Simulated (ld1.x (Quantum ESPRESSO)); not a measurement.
Before and after: TM potential for Bi

ld1.x (Quantum ESPRESSO) 7.5 input, shortened:

```
&input
   title='Bi', zed=83., rel=2, dft='PZ', iswitch=3,
   config='[Xe] 4f14 5d10 6s2 6p1', rel_dist='average'
 /
 &inputp
   pseudotype=2, tm=.true., lloc=-2, rcloc=1.45,
   nlcc=.false.
 /
3
6S  1  0   2.00   0.00  1.70  1.70  0.0
6P  2  1   1.00   0.00  2.05  2.05  0.0
5D  3  2  10.00   0.00  1.50  1.50  0.0
 &test
   configts(1)='5d10 6s2 6p1'
 /
```

Open shells are filled in proportion to 2j + 1 (rel_dist='average').

Change: scalar-relativistic.

Cutoffs: the cutoffs (Ry, on a coarse ladder) from which the occupation-weighted sum of valence levels, in a spherical-Bessel basis at the reference potential, stays within 10 and 1 mRy of its value at 400 Ry; they do not see the model core or the augmentation charge, which bear on the density cutoff. Errors are all-electron minus pseudo energies relative to the spin-unpolarised reference configuration.

How do hardness, ghosts and transferability respond?

The potential gets neither clearly harder nor softer (60 Ry and 100 Ry → 60 Ry and 100 Ry); both files keep a bound ghost (s); the number of tests with a reliable result goes from 7 to 9; of the 7 tests that both files solve, the error grows in 5 and shrinks in 0 by more than 15 % and 0.3 meV (median size 28.2 → 34.7 meV).

| quantity | base | changed |
| --- | --- | --- |
| cutoff, loose | 60 Ry | 60 Ry |
| cutoff, tight | 100 Ry | 100 Ry |
| loose cutoff by channel (10 mRy a level) | s 25 Ry, p 12 Ry, d 50 Ry | s 25 Ry, p 10 Ry, d 50 Ry |
| bound ghosts | s | s |
| error for 5d10 6s2 6p3, meV [ΔE -24.05 → -23.72 eV] | +28 | +35 |
| error for 5d10 6s2 6p2, meV [ΔE -15.75 → -15.57 eV] | +7.8 | +14 |
| error for 5d10 6s2 6p0, meV [ΔE 23.93 → 23.71 eV] | -0.7 | -13 |
| error for 5d10 6s1 6p4, meV [ΔE -14.11 → -13.54 eV] | +13 | +18 |
| error for 5d9 6s2 6p4, meV [ΔE -0.23 → 0.40 eV] | -214 | -221 |
| error for 5d9 6s2 6p3, meV [ΔE 9.26 → 9.73 eV] | -163 | -178 |
| error for 5d10 6s2 6p3.3, meV [ΔE -25.25 → -24.87 eV] | +35 | +41 |
| s: phases at 2.25 bohr within 0.05 rad from the reference energy up to (Ry; the scan ends near 5) | 4.2 | 4.2 |

 A true bound ghost makes a file unfit for plane-wave use even where its test errors are small: the radial tests pick states by their node count and pass the ghost by.
